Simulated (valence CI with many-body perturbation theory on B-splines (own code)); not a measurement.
Nb³⁶⁺: key properties

Calculated by relativistic CI+MBPT: three valence electrons over a frozen Dirac-Fock core [He], radial functions for each j: 11 s, 11 p, 10 d, 8 f, 5 g, 2 h, with the one-electron correlation potential Σ1 (screened to all orders), the two-electron term Σ2, the three-electron term Σ3, Breit, model QED; selected single and double excitations, second order for the rest, scaled by the run's own slope (own B-spline code, finite nucleus).

The last digits are not significant, and no measured levels were compared; by estimate large intervals hold to a few tenths of a per cent, small ones and those within an open d or f shell to about a per cent.

Levels are named by their leading jj configuration (3d3/2^4 stands for four electrons in 3d with j = 3/2), which in mixed levels can hold well under half, so a name can repeat and another be missing.

Rates and lifetimes use the calculated energies. Strong lines usually hold to 10 to 20 %, long lifetimes can be off by a factor of two.

Q: What is the ground level?

A: (2s^2 2p1/2) J=1/2, composition 99 % 2s²2p ²P°, g = 0.652.

Q: How well does LS coupling describe the low levels?

A: Among the lowest 20 levels the leading LS term, summed over configurations, holds 79 % on average. For single configurations the figures are 78 % in LS and 95 % in jj coupling. Terms mix most in the J = 3/2 level at 26.91 Ry, where the leading one holds 39 %.

Q: Where does the other parity begin?

A: At (2s 2p1/2^2) J=1/2, 7.85 Ry.

Q: What is the ionisation energy?

A: 5013.1 eV; NIST lists 5011 ± 4 eV (semi-empirical).

Q: Among levels below 300.21 Ry, which E1 lines absorb most strongly from the ground level?

A: to (2s^2 3d3/2) J=3/2 at 0.4262 nm, f = 0.726; to (2s 2p1/2 3p3/2) J=3/2 at 0.4174 nm, f = 0.215; to (2s 2p1/2 3p3/2) J=1/2 at 0.4181 nm, f = 0.136.
